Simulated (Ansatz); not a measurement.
Ansatz (a program for electronic structure) input (B3LYP/6-31G*):

Ansatz 0.2 input:
```yaml
crystal:
  periodic: [false, false, false]
  atoms:
    - {symbol: C, position_ang: [1.91955976, -0.30176458, -0.56438557]}
    - {symbol: B, position_ang: [0.65080481, 0.18946833, 0.22477535]}
    - {symbol: O, position_ang: [-0.60005150, -0.12818805, -0.14092303]}
    - {symbol: C, position_ang: [-1.75677048, 0.31322872, 0.56936972]}
    - {symbol: H, position_ang: [2.58101889, -0.87946978, 0.09384286]}
    - {symbol: H, position_ang: [1.66113991, -0.92348190, -1.43301476]}
    - {symbol: H, position_ang: [2.51079201, 0.55505132, -0.91201625]}
    - {symbol: H, position_ang: [-1.48194150, 0.93073969, 1.43085433]}
    - {symbol: H, position_ang: [-2.31501200, -0.56528802, 0.90781884]}
    - {symbol: H, position_ang: [-2.38634495, 0.89182662, -0.11388243]}
basis:
  gaussian:
    orbitals: 6-31G*
hamiltonian:
  xc: {name: B3LYP}
magnetization: {spin_polarized: true, initial_magnetization: 1}
phonons: {temperatures: {t_min: 298.15, t_max: 298.15, t_step: 100}}
```

Output:

```
Functional definition: B3LYP
integrals: 0.02 GiB planned
836 factors; integrals over basis functions are off by at most 4.4e-4 eV
mean field: 0.31 GiB planned
mean field evaluation 1: about -4888.2237 eV, gradient 3.8e1 eV
mean field evaluation 2: about -4883.1577 eV, gradient 5.2e1 eV
mean field evaluation 4: about -4894.4614 eV, gradient 1.7e0 eV
mean field evaluation 8: about -4894.4855 eV, gradient 9.1e-2 eV
mean field evaluation 16: about -4894.4856 eV, gradient 7.3e-5 eV
mean field -4894.48556683 eV, -179.8690269796 hartree, gradient 7.3e-5 eV, S^2 0.751467; 0 other end points of the search recorded, 0 dependent functions left out
the calculation of the forces begins
reference -4894.48575358 eV, -179.8690338424 hartree; 16, 15 occupied and 56, 57 virtual orbitals, 836 factors
these checks for a lower state are left out or cut short: stability, starts, cluster_reference, orbital_swaps, neighbouring_geometries, increment
integrals: 0.02 GiB planned
836 factors; integrals over basis functions are off by at most 4.4e-4 eV
mean field: 0.31 GiB planned
mean field -4894.48541687 eV, -179.8690214686 hartree, gradient 1.4e-6 eV, S^2 0.751469; 0 other end points of the search recorded, 0 dependent functions left out
the calculation of the forces begins
reference -4894.48560362 eV, -179.8690283316 hartree; 16, 15 occupied and 56, 57 virtual orbitals, 836 factors
these checks for a lower state are left out or cut short: stability, starts, cluster_reference, orbital_swaps, neighbouring_geometries, increment
integrals: 0.02 GiB planned
836 factors; integrals over basis functions are off by at most 4.3e-4 eV
mean field: 0.31 GiB planned
mean field evaluation 32: about -4894.4854 eV, gradient 1.3e-6 eV
mean field -4894.48541661 eV, -179.8690214590 hartree, gradient 1.3e-6 eV, S^2 0.751465; 0 other end points of the search recorded, 0 dependent functions left out
the calculation of the forces begins
reference -4894.48560335 eV, -179.8690283215 hartree; 16, 15 occupied and 56, 57 virtual orbitals, 836 factors
these checks for a lower state are left out or cut short: stability, starts, cluster_reference, orbital_swaps, neighbouring_geometries, increment
integrals: 0.02 GiB planned
836 factors; integrals over basis functions are off by at most 4.4e-4 eV
mean field: 0.31 GiB planned
mean field -4894.48542028 eV, -179.8690215938 hartree, gradient 1.9e-6 eV, S^2 0.751467; 0 other end points of the search recorded, 0 dependent functions left out
the calculation of the forces begins
reference -4894.48560700 eV, -179.8690284559 hartree; 16, 15 occupied and 56, 57 virtual orbitals, 836 factors
these checks for a lower state are left out or cut short: stability, starts, cluster_reference, orbital_swaps, neighbouring_geometries, increment
integrals: 0.02 GiB planned
836 factors; integrals over basis functions are off by at most 4.4e-4 eV
mean field: 0.31 GiB planned
mean field -4894.48541978 eV, -179.8690215757 hartree, gradient 5.9e-7 eV, S^2 0.751467; 0 other end points of the search recorded, 0 dependent functions left out
the calculation of the forces begins
reference -4894.48560655 eV, -179.8690284392 hartree; 16, 15 occupied and 56, 57 virtual orbitals, 836 factors
these checks for a lower state are left out or cut short: stability, starts, cluster_reference, orbital_swaps, neighbouring_geometries, increment
integrals: 0.02 GiB planned
836 factors; integrals over basis functions are off by at most 4.4e-4 eV
mean field: 0.31 GiB planned
mean field -4894.48549394 eV, -179.8690243010 hartree, gradient 1.9e-6 eV, S^2 0.751470; 0 other end points of the search recorded, 0 dependent functions left out
the calculation of the forces begins
reference -4894.48568070 eV, -179.8690311642 hartree; 16, 15 occupied and 56, 57 virtual orbitals, 836 factors
these checks for a lower state are left out or cut short: stability, starts, cluster_reference, orbital_swaps, neighbouring_geometries, increment
integrals: 0.02 GiB planned
836 factors; integrals over basis functions are off by at most 4.4e-4 eV
mean field: 0.31 GiB planned
mean field -4894.48549463 eV, -179.8690243263 hartree, gradient 1.6e-6 eV, S^2 0.751464; 0 other end points of the search recorded, 0 dependent functions left out
the calculation of the forces begins
reference -4894.48568137 eV, -179.8690311886 hartree; 16, 15 occupied and 56, 57 virtual orbitals, 836 factors
these checks for a lower state are left out or cut short: stability, starts, cluster_reference, orbital_swaps, neighbouring_geometries, increment
integrals: 0.02 GiB planned
836 factors; integrals over basis functions are off by at most 4.4e-4 eV
mean field: 0.31 GiB planned
mean field evaluation 64: about -4894.4855 eV, gradient 1.1e-6 eV
[...]
reference -4894.48565875 eV, -179.8690303576 hartree; 16, 15 occupied and 56, 57 virtual orbitals, 836 factors
these checks for a lower state are left out or cut short: stability, starts, cluster_reference, orbital_swaps, neighbouring_geometries, increment
integrals: 0.02 GiB planned
836 factors; integrals over basis functions are off by at most 4.4e-4 eV
mean field: 0.31 GiB planned
mean field -4894.48555056 eV, -179.8690263816 hartree, gradient 1.0e-6 eV, S^2 0.751467; 0 other end points of the search recorded, 0 dependent functions left out
the calculation of the forces begins
reference -4894.48573730 eV, -179.8690332443 hartree; 16, 15 occupied and 56, 57 virtual orbitals, 836 factors
these checks for a lower state are left out or cut short: stability, starts, cluster_reference, orbital_swaps, neighbouring_geometries, increment
integrals: 0.02 GiB planned
836 factors; integrals over basis functions are off by at most 4.4e-4 eV
mean field: 0.31 GiB planned
mean field -4894.48555125 eV, -179.8690264072 hartree, gradient 1.0e-6 eV, S^2 0.751467; 0 other end points of the search recorded, 0 dependent functions left out
the calculation of the forces begins
reference -4894.48573800 eV, -179.8690332700 hartree; 16, 15 occupied and 56, 57 virtual orbitals, 836 factors
these checks for a lower state are left out or cut short: stability, starts, cluster_reference, orbital_swaps, neighbouring_geometries, increment
integrals: 0.02 GiB planned
836 factors; integrals over basis functions are off by at most 4.4e-4 eV
mean field: 0.31 GiB planned
mean field -4894.48546974 eV, -179.8690234116 hartree, gradient 1.4e-6 eV, S^2 0.751467; 0 other end points of the search recorded, 0 dependent functions left out
the calculation of the forces begins
reference -4894.48565654 eV, -179.8690302762 hartree; 16, 15 occupied and 56, 57 virtual orbitals, 836 factors
these checks for a lower state are left out or cut short: stability, starts, cluster_reference, orbital_swaps, neighbouring_geometries, increment
integrals: 0.02 GiB planned
836 factors; integrals over basis functions are off by at most 4.4e-4 eV
mean field: 0.31 GiB planned
mean field evaluation 192: about -4894.4751 eV, gradient 8.1e-2 eV
mean field -4894.48546922 eV, -179.8690233926 hartree, gradient 2.6e-6 eV, S^2 0.751467; 0 other end points of the search recorded, 0 dependent functions left out
the calculation of the forces begins
reference -4894.48565592 eV, -179.8690302535 hartree; 16, 15 occupied and 56, 57 virtual orbitals, 836 factors
these checks for a lower state are left out or cut short: stability, starts, cluster_reference, orbital_swaps, neighbouring_geometries, increment
integrals: 0.02 GiB planned
836 factors; integrals over basis functions are off by at most 4.4e-4 eV
mean field: 0.31 GiB planned
mean field -4894.48554710 eV, -179.8690262543 hartree, gradient 1.1e-6 eV, S^2 0.751467; 0 other end points of the search recorded, 0 dependent functions left out
the calculation of the forces begins
reference -4894.48573384 eV, -179.8690331169 hartree; 16, 15 occupied and 56, 57 virtual orbitals, 836 factors
these checks for a lower state are left out or cut short: stability, starts, cluster_reference, orbital_swaps, neighbouring_geometries, increment
integrals: 0.02 GiB planned
836 factors; integrals over basis functions are off by at most 4.4e-4 eV
mean field: 0.31 GiB planned
mean field -4894.48554746 eV, -179.8690262677 hartree, gradient 8.1e-7 eV, S^2 0.751467; 0 other end points of the search recorded, 0 dependent functions left out
the calculation of the forces begins
reference -4894.48573421 eV, -179.8690331306 hartree; 16, 15 occupied and 56, 57 virtual orbitals, 836 factors
these checks for a lower state are left out or cut short: stability, starts, cluster_reference, orbital_swaps, neighbouring_geometries, increment
integrals: 0.02 GiB planned
836 factors; integrals over basis functions are off by at most 4.4e-4 eV
mean field: 0.31 GiB planned
mean field -4894.48552808 eV, -179.8690255556 hartree, gradient 1.2e-6 eV, S^2 0.751467; 0 other end points of the search recorded, 0 dependent functions left out
the calculation of the forces begins
reference -4894.48571480 eV, -179.8690324173 hartree; 16, 15 occupied and 56, 57 virtual orbitals, 836 factors
these checks for a lower state are left out or cut short: stability, starts, cluster_reference, orbital_swaps, neighbouring_geometries, increment
integrals: 0.02 GiB planned
836 factors; integrals over basis functions are off by at most 4.4e-4 eV
mean field: 0.31 GiB planned
mean field -4894.48552747 eV, -179.8690255331 hartree, gradient 1.6e-6 eV, S^2 0.751467; 0 other end points of the search recorded, 0 dependent functions left out
the calculation of the forces begins
reference -4894.48571424 eV, -179.8690323969 hartree; 16, 15 occupied and 56, 57 virtual orbitals, 836 factors
these checks for a lower state are left out or cut short: stability, starts, cluster_reference, orbital_swaps, neighbouring_geometries, increment
integrals: 0.02 GiB planned
836 factors; integrals over basis functions are off by at most 4.4e-4 eV
mean field: 0.31 GiB planned
mean field evaluation 224: about -4894.4855 eV, gradient 5.2e-2 eV
mean field -4894.48549202 eV, -179.8690242303 hartree, gradient 1.9e-6 eV, S^2 0.751467; 0 other end points of the search recorded, 0 dependent functions left out
the calculation of the forces begins
reference -4894.48567875 eV, -179.8690310924 hartree; 16, 15 occupied and 56, 57 virtual orbitals, 836 factors
these checks for a lower state are left out or cut short: stability, starts, cluster_reference, orbital_swaps, neighbouring_geometries, increment
integrals: 0.02 GiB planned
836 factors; integrals over basis functions are off by at most 4.4e-4 eV
mean field: 0.31 GiB planned
mean field -4894.48549227 eV, -179.8690242396 hartree, gradient 2.0e-6 eV, S^2 0.751467; 0 other end points of the search recorded, 0 dependent functions left out
the calculation of the forces begins
reference -4894.48567904 eV, -179.8690311030 hartree; 16, 15 occupied and 56, 57 virtual orbitals, 836 factors
these checks for a lower state are left out or cut short: stability, starts, cluster_reference, orbital_swaps, neighbouring_geometries, increment
integrals: 0.02 GiB planned
836 factors; integrals over basis functions are off by at most 4.4e-4 eV
mean field: 0.31 GiB planned
mean field -4894.48554328 eV, -179.8690261142 hartree, gradient 1.3e-6 eV, S^2 0.751467; 0 other end points of the search recorded, 0 dependent functions left out
the calculation of the forces begins
reference -4894.48573003 eV, -179.8690329771 hartree; 16, 15 occupied and 56, 57 virtual orbitals, 836 factors
these checks for a lower state are left out or cut short: stability, starts, cluster_reference, orbital_swaps, neighbouring_geometries, increment
integrals: 0.02 GiB planned
836 factors; integrals over basis functions are off by at most 4.4e-4 eV
mean field: 0.31 GiB planned
mean field -4894.48554322 eV, -179.8690261119 hartree, gradient 9.7e-7 eV, S^2 0.751467; 0 other end points of the search recorded, 0 dependent functions left out
the calculation of the forces begins
reference -4894.48572996 eV, -179.8690329745 hartree; 16, 15 occupied and 56, 57 virtual orbitals, 836 factors
Total energy: -4894.48575358 eV, -179.8690338424 hartree
Atom 0 at     1.919560    -0.301765    -0.564386 Å, force     0.000424    -0.000077    -0.000139 eV/Å
Atom 1 at     0.650805     0.189468     0.224775 Å, force    -0.000288    -0.000100    -0.000123 eV/Å
Atom 2 at    -0.600051    -0.128188    -0.140923 Å, force    -0.000265     0.000161     0.000248 eV/Å
Atom 3 at    -1.756770     0.313229     0.569370 Å, force     0.000110    -0.000092    -0.000139 eV/Å
Atom 4 at     2.581019    -0.879470     0.093843 Å, force     0.000031     0.000013     0.000079 eV/Å
Atom 5 at     1.661140    -0.923482    -1.433015 Å, force    -0.000216     0.000016     0.000038 eV/Å
Atom 6 at     2.510792     0.555051    -0.912016 Å, force     0.000028     0.000071     0.000038 eV/Å
Atom 7 at    -1.481942     0.930740     1.430854 Å, force    -0.000090    -0.000050    -0.000065 eV/Å
Atom 8 at    -2.315012    -0.565288     0.907819 Å, force     0.000133     0.000043     0.000021 eV/Å
Atom 9 at    -2.386345     0.891827    -0.113882 Å, force     0.000134     0.000013     0.000042 eV/Å
Dipole moment:    -0.213540     0.040667     0.072906 e Å
Vibrations: 64.43 137.57 177.78 230.00 427.01 783.13 828.26 1008.04 1044.99 1195.01 1197.80 1345.97 1401.67 1484.74 1491.52 1520.82 1523.57 1536.28 3021.79 3049.00 3095.03 3099.43 3129.27 3130.52 cm⁻¹, zero-point energy 2.226980 eV
```

The blocks after the first are displaced geometries, from whose forces the wavenumbers follow.
